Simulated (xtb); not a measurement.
F2H2OSi, SMILES O[SiH](F)F. All values are semi-empirical tight-binding results from xtb (GFN2-xTB unless named), good for trends rather than for accurate numbers. Geometry optimised at GFN2-xTB. One conformer was computed; it need not be the lowest.

Estimate the properties. (An estimate is asked for; the answer gives what the named calculation found.)


| Item | Value |
|---|---|
| point group as xtb finds it | Cs |
| orbital gap | 8.67 eV |
| dipole moment | 1.71 D |
| zero-point energy | 17.0 kcal/mol |
| G − E(el) at 298.15 K (modified RRHO) | -0.7 kcal/mol |
| static polarisability (D4 model) | 45.0 bohr³ |
| solvation energy, GFN2-xTB/ALPB(water) | -4.1 kcal/mol |
| solvation energy, GFN2-xTB/ALPB(ether) | -3.5 kcal/mol |
